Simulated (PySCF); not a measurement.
SMILES C=CCCC(C)(C)C, singlet (GFN2-xTB optimised geometry):

```
24

C      2.459    -2.037    -0.951
C      1.709    -1.515     0.000
C      0.214    -1.515     0.000
C     -0.318    -0.077     0.000
C     -1.850     0.070     0.010
C     -2.470    -0.568    -1.235
C     -2.455    -0.565     1.264
C     -2.175     1.568     0.010
H      3.535    -2.011    -0.913
H      2.026    -2.523    -1.811
H      2.171    -1.032     0.852
H     -0.137    -2.033     0.896
H     -0.149    -2.053    -0.876
H      0.073     0.430    -0.886
H      0.084     0.440     0.876
H     -2.006    -0.175    -2.138
H     -2.347    -1.648    -1.225
H     -3.535    -0.352    -1.277
H     -2.326    -1.644     1.259
H     -3.521    -0.355     1.313
H     -1.987    -0.164     2.161
H     -1.755     2.053     0.889
H     -3.251     1.725     0.015
H     -1.764     2.049    -0.875
```

Calculation: B3LYP/def2-SVP (PySCF).

### Question
What are the frontier orbital energies and the dipole moment?

### Answer
HOMO-2 -8.67 eV, HOMO-1 -8.52 eV, HOMO -7.00 eV, LUMO 0.52 eV, LUMO+1 1.31 eV; dipole moment 0.42 D.

Meta-Löwdin charges at B3LYP/def2-SVP: C1 -0.24, C2 -0.07, C3 -0.17, C4 -0.16, C5 0.08, C6 -0.29, C7 -0.29, C8 -0.28, H9 0.10, H10 0.09, H11 0.09, H12 0.09, H13 0.09, H14 0.08, H15 0.08, H16 0.09, H17 0.09, H18 0.09, H19 0.09, H20 0.09, H21 0.09, H22 0.09, H23 0.09, H24 0.09.
